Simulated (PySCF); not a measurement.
## Fractional electron number in Rh- (rhodium, charge -1)

The 5s beta orbital of [Kr] 4d8 5s2 is emptied in steps (occupation f), with all orbitals relaxed, ending at [Kr] 4d8 5s1. Computed with PySCF 2.14 in aug-cc-pVDZ-PP with ECP28MDF, with scalar relativity through the core potential. The exact energy is a straight line in f; departures are measured from the line between the end points of the same method.

| f | PBE0 (eV) | r2SCAN (eV) | LC-wPBE (eV) |
| --- | --- | --- | --- |
| 1 | 0.000 | 0.000 | 0.000 |
| 0.9 | -0.135 | -0.175 | 0.025 |
| 0.7 | -0.324 | -0.417 | 0.051 |
| 0.5 | -0.395 | -0.506 | 0.055 |
| 0.3 | -0.340 | -0.432 | 0.042 |
| 0.1 | -0.148 | -0.186 | 0.016 |
| 0 | 0.000 | 0.000 | 0.000 |

**Question.** For r2SCAN, how does the orbital energy at f = 1 compare with the removal energy?

**Answer.** −ε = -0.890 eV against a total-energy difference of 1.032 eV. By Janak's theorem ε = ∂E/∂f, so the gap between them reflects the curvature. Along the path −ε is -0.541 (f = 0.9), 0.195 (f = 0.7), 0.983 (f = 0.5), 1.829 (f = 0.3), 2.693 (f = 0.1) eV.

```
 method  E(f=0) − E(f=1) (eV)  −ε at f=1 (eV)  −ε at f=0.5 (eV)
   PBE0                 0.917          -0.562             0.869
 r2SCAN                 1.032          -0.890             0.983
LC-wPBE                 0.590           0.881             0.562
```

At f = 1 the orbital energy is positive for PBE0, r2SCAN: only the finite basis holds the electron.

Reference removal energy between the ground levels: 1.143 eV (measured; photodetachment measurements, as compiled on the Wikipedia data page of electron affinities). The calculation has no spin-orbit coupling.
